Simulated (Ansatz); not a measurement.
`C[C@H]1[SiH2][Si@@H]1F` → 2 C• + F• + 7 H• + 2 Si•  (atomization)

Calculated with Ansatz (gas phase, PBE0-D4/def2-TZVP geometries, no zero-point term in ΔE). CCSD(T)/CBS is the MP2 limit (def2-TZVPP, def2-QZVPP) plus CCSD(T) − MP2 in def2-TZVPP, frozen cores. This one scheme is used for every species, atoms too. Functionals use def2-TZVPP. Open shells (•) are unrestricted, without spin–orbit coupling. Spin–orbit coupling would lower the free atoms: a little for C, F, Si.

| level | ΔE (eV) |
| --- | --- |
| r2SCAN-D4 | 44.86 |
| HF/def2-QZVPP | 33.45 |

(1) What does CCSD(T)/CBS give? (Best estimate.)

Largest T1 diagnostic among the species: 0.012.

Results:

(1) Computed: +44.73 eV. The listed levels differ from it by 0.13, -11.28 eV.

In def2-TZVPP, CCSD(T) changes the Hartree–Fock value by +10.20 eV (the triples alone add +0.58 eV) and MP2 by +10.71 eV; breaking electron pairs costs correlation energy, which Hartree–Fock lacks. From PBE to PBE0 (25 % exact exchange), in def2-TZVPP and without D4, ΔE moves by −0.47 eV: exact exchange takes away binding that semilocal exchange gives to molecules. The D4 term adds +0.45 eV with B3LYP and +0.24 eV with PBE0; it sums over pairs of atoms, weighted by their polarisabilities, and B3LYP, whose exchange is more repulsive, gets the larger term.

B3LYP here is the variant with VWN-RPA as its local correlation; programs differ in this.

For atomizations the MP2-based limit and the directly extrapolated one differ by several kJ/mol either way, and by 10 to 25 for some Ge, Se and Sn compounds, so smaller differences from it don't rank the levels.
